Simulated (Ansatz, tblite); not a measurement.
Forces on diphenyl sulfone (C12H10O2S) at its r2SCAN-D4/def2-SVP geometry. Charge 0, multiplicity 1.

The xTB rows come from tblite.

GFN2-xTB (tblite), largest force 1.60 eV/Å:

```xyz
25
positions Å, forces eV/Å
O     1.491    1.590   -1.735   -1.580   -0.224    0.165
S     0.149    1.159   -1.319    0.068    0.527   -0.601
O    -1.073    1.659   -1.965    1.511   -0.307    0.441
C     0.110   -0.636   -1.423    0.001   -0.587   -0.158
C    -1.117   -1.278   -1.609    0.371   -0.141    0.073
C    -1.139   -2.672   -1.697    0.164    0.065    0.015
C     0.052   -3.399   -1.608    0.006    0.252    0.019
C     1.275   -2.739   -1.439   -0.162    0.071   -0.022
C     1.312   -1.346   -1.350   -0.384   -0.113   -0.006
C     0.001    1.499    0.440   -0.046    0.235    0.558
C     1.163    1.633    1.205   -0.391   -0.011    0.100
C     1.041    1.906    2.569   -0.156   -0.006   -0.083
C    -0.226    2.049    3.145    0.020   -0.050   -0.247
C    -1.379    1.931    2.361    0.170   -0.007   -0.052
C    -1.271    1.658    0.995    0.367   -0.022    0.160
H    -2.029   -0.682   -1.701    0.466   -0.238    0.058
H    -2.090   -3.192   -1.845    0.415    0.209    0.066
H     0.030   -4.491   -1.680    0.010    0.472    0.028
H     2.205   -3.312   -1.387   -0.408    0.232   -0.022
H     2.255   -0.803   -1.245   -0.482   -0.210   -0.043
H     2.140    1.541    0.723   -0.494    0.028    0.183
H     1.939    2.016    3.184   -0.394   -0.047   -0.251
H    -0.316    2.266    4.214    0.039   -0.091   -0.463
H    -2.366    2.060    2.813    0.431   -0.055   -0.179
H    -2.154    1.586    0.354    0.458    0.017    0.262
```

r2SCAN-D4/def2-TZVP (Ansatz), largest force 1.45 eV/Å:

```
O -1.355 -0.379 0.358
S 0.067 0.523 -0.597
O 1.249 -0.452 0.588
C 0.011 0.094 -0.086
C 0.043 -0.049 0.049
C 0.034 0.029 -0.009
C 0.000 0.050 0.007
C -0.029 0.032 -0.016
C -0.055 -0.048 0.038
C 0.011 0.073 -0.104
C -0.054 -0.037 0.049
C -0.029 0.007 -0.034
C 0.005 -0.011 -0.049
C 0.034 0.008 -0.029
C 0.044 -0.037 0.058
H 0.280 -0.194 0.033
H 0.286 0.157 0.042
H 0.007 0.326 0.023
H -0.279 0.173 -0.019
H -0.291 -0.177 -0.028
H -0.302 0.025 0.160
H -0.270 -0.030 -0.186
H 0.027 -0.067 -0.319
H 0.297 -0.036 -0.137
H 0.271 0.019 0.208
```

PBE0-D4/def2-TZVP (Ansatz), largest force 1.93 eV/Å:

```
O -1.800 -0.511 0.485
S 0.076 0.587 -0.670
O 1.656 -0.607 0.790
C 0.012 0.103 -0.094
C 0.206 -0.110 0.060
C 0.168 0.111 0.015
C 0.004 0.223 0.016
C -0.160 0.122 -0.021
C -0.218 -0.100 0.014
C 0.012 0.080 -0.114
C -0.223 -0.021 0.090
C -0.155 -0.012 -0.128
C 0.019 -0.043 -0.219
C 0.174 -0.015 -0.102
C 0.202 -0.025 0.128
H 0.306 -0.209 0.032
H 0.309 0.170 0.046
H 0.007 0.350 0.023
H -0.302 0.186 -0.019
H -0.318 -0.190 -0.035
H -0.329 0.031 0.170
H -0.291 -0.034 -0.201
H 0.029 -0.070 -0.342
H 0.320 -0.040 -0.148
H 0.296 0.025 0.223
```
